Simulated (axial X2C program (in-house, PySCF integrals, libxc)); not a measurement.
# TiI: bond constants with and without spin–orbit coupling

All values were computed with an axial X2C code built on PySCF integrals. Spin-free means the one-electron spin-free X2C Hamiltonian; two-component (2c) means X2C with spin–orbit coupling and atomic mean-field two-electron Coulomb and Gaunt terms, so the difference of the two also holds small scalar two-electron terms. Basis: I dyall-cv3z [11s12p8d4f1g], Ti dyall-cv3z [10s10p6d4f2g] (cores contracted in-house); Gaussian nuclei, density fitting, unrestricted open shells. Masses: I 126.904 u, Ti 47.948 u.

Input file and command:
```json
{"zs": [53, 22], "q": 0, "bas": ["dyall-cv3z", "dyall-cv3z"], "levels": ["PBE0", "HF", "PBE50"], "cc": true, "r0": 2.69, "thr": -1.0, "nmax": 90, "npts": 10, "nst": 2, "ntry": 6}
```
```bash
python so2c.py task.json out
```

Keys: zs atomic numbers; q charge; bas basis sets; levels methods; cc coupled cluster on or off; r0 starting distance in Å; thr threshold in hartree for freezing inner shells (an s shell follows its p shell); nmax most natural virtual spinors; npts points on the curve; nst determinants followed; ntry starts of the search. HF also brings MP2.

State, spin-free: M_S = 3/2, Λ = 3 (beyond evenly filled blocks: σα, π+α, δ+α); electrons by block: σα: 17, σβ: 16, π+α: 9, π+β: 8, π-α: 8, π-β: 8, δ+α: 3, δ+β: 2, δ-α: 2, δ-β: 2. Fragments: I + Ti.

State, 2c: Ω = 3/2 (⟨Sz⟩ = -1.50, ⟨Lz⟩ = 3.00 at PBE0); electrons by block: 1/2: 25, -1/2: 25, 3/2: 11, -3/2: 10, 5/2: 2, -5/2: 2. Fragments: I + Ti.

```json
{"Hamiltonian": "spin-free", "level": "PBE0", "Re (Å)": "2.618", "ωe (cm⁻¹)": "256.5", "Be (cm⁻¹)": "0.07066", "αe (cm⁻¹)": "0.000256", "De (eV)": "3.48", "D0 (eV)": "3.46", "k (mdyn/Å)": "1.35", "μ (D)": "4.35"}
{"Hamiltonian": "spin-free", "level": "HF", "Re (Å)": "2.762", "ωe (cm⁻¹)": "233.4", "Be (cm⁻¹)": "0.0635", "αe (cm⁻¹)": "0.000224", "De (eV)": "2.68", "D0 (eV)": "2.67", "k (mdyn/Å)": "1.12", "μ (D)": "4.21"}
{"Hamiltonian": "spin-free", "level": "MP2", "Re (Å)": "2.702", "ωe (cm⁻¹)": "242.5", "Be (cm⁻¹)": "0.06635", "αe (cm⁻¹)": "0.000227", "De (eV)": "3.11", "D0 (eV)": "3.10", "k (mdyn/Å)": "1.21", "μ (D)": "n/a"}
{"Hamiltonian": "spin-free", "level": "CCSD", "Re (Å)": "2.692", "ωe (cm⁻¹)": "243.9", "Be (cm⁻¹)": "0.06684", "αe (cm⁻¹)": "0.000228", "De (eV)": "2.85", "D0 (eV)": "2.83", "k (mdyn/Å)": "1.22", "μ (D)": "n/a"}
{"Hamiltonian": "spin-free", "level": "CCSD(T)", "Re (Å)": "2.687", "ωe (cm⁻¹)": "244.4", "Be (cm⁻¹)": "0.0671", "αe (cm⁻¹)": "0.000229", "De (eV)": "2.90", "D0 (eV)": "2.89", "k (mdyn/Å)": "1.22", "μ (D)": "n/a"}
{"Hamiltonian": "spin-free", "level": "PBE50", "Re (Å)": "2.639", "ωe (cm⁻¹)": "255.0", "Be (cm⁻¹)": "0.06956", "αe (cm⁻¹)": "0.000242", "De (eV)": "3.34", "D0 (eV)": "3.33", "k (mdyn/Å)": "1.33", "μ (D)": "4.48"}
{"Hamiltonian": "2c", "level": "PBE0", "Re (Å)": "2.619", "ωe (cm⁻¹)": "256.0", "Be (cm⁻¹)": "0.07061", "αe (cm⁻¹)": "0.000258", "De (eV)": "n/a", "D0 (eV)": "n/a", "k (mdyn/Å)": "1.34", "μ (D)": "4.27"}
{"Hamiltonian": "2c", "level": "HF", "Re (Å)": "2.763", "ωe (cm⁻¹)": "232.8", "Be (cm⁻¹)": "0.06344", "αe (cm⁻¹)": "0.000225", "De (eV)": "n/a", "D0 (eV)": "n/a", "k (mdyn/Å)": "1.11", "μ (D)": "4.18"}
{"Hamiltonian": "2c", "level": "MP2", "Re (Å)": "2.703", "ωe (cm⁻¹)": "242.1", "Be (cm⁻¹)": "0.0663", "αe (cm⁻¹)": "0.000228", "De (eV)": "n/a", "D0 (eV)": "n/a", "k (mdyn/Å)": "1.2", "μ (D)": "n/a"}
{"Hamiltonian": "2c", "level": "CCSD", "Re (Å)": "2.693", "ωe (cm⁻¹)": "243.8", "Be (cm⁻¹)": "0.06679", "αe (cm⁻¹)": "0.000229", "De (eV)": "n/a", "D0 (eV)": "n/a", "k (mdyn/Å)": "1.22", "μ (D)": "n/a"}
{"Hamiltonian": "2c", "level": "CCSD(T)", "Re (Å)": "2.688", "ωe (cm⁻¹)": "243.6", "Be (cm⁻¹)": "0.06704", "αe (cm⁻¹)": "0.000233", "De (eV)": "2.63", "D0 (eV)": "2.62", "k (mdyn/Å)": "1.22", "μ (D)": "n/a"}
{"Hamiltonian": "2c", "level": "PBE50", "Re (Å)": "2.640", "ωe (cm⁻¹)": "254.7", "Be (cm⁻¹)": "0.06952", "αe (cm⁻¹)": "0.000243", "De (eV)": "n/a", "D0 (eV)": "n/a", "k (mdyn/Å)": "1.33", "μ (D)": "4.42"}
```

Correlated methods: 11 electrons correlated (number of frozen shells: I 4 s, 3 p, 2 d; Ti 3 s, 2 p), 329 virtual spin orbitals or spinors in MP2, 90 natural virtuals in coupled cluster.

Dipoles are positive if Ti is the positive end.

Occupations by symmetry block were frozen at the best pattern of an incomplete PBE0 search. Dissociation energies refer to the lowest single-determinant-based atoms at the same level and basis. De is not given where an atomic determinant may have missed its ground term or J level, or where the truncated virtual space spoils (T). Density functionals use the spin component along the axis (collinear). Coupled cluster ran in a truncated set of natural virtual spinors; the MP2 energy of the rest was added. (T) has no such correction and the atoms are truncated less, which lowers De at CCSD(T) by a hundredth of an eV or more. In 2c an atomic determinant is not the ground J level, so De misses part of the atomic spin–orbit lowering. This holds for CCSD(T). PBE0 can misorder states that lie within some tenths of an eV, so this need not be the ground state of the molecule. The nearest other spin-free determinant of the search, M_S = 3/2, Λ = 0, lies 0.09 eV up at the distance of the search. The functionals have no current-density term, which raises determinants with orbital currents, atoms included. With several unpaired electrons one determinant need not be a pure state. The outer-core s and p shells of the metal are frozen in the correlated rows, which leaves out core–valence correlation; for alkali and alkaline-earth bonds that tends to lengthen them. With the outer-core shells frozen, correlated bond lengths of heavy atoms tend to come out a few hundredths of an ångström too long.

Rough cost a point (2c) on 1 thread(s) of a shared host, integrals apart: PBE0 1.5 s, HF 1.4 s, CCSD(T) 7 s, PBE50 1.6 s.

The whole task took 3.9 min on 1 thread of Arm Neoverse V1, on a shared host.
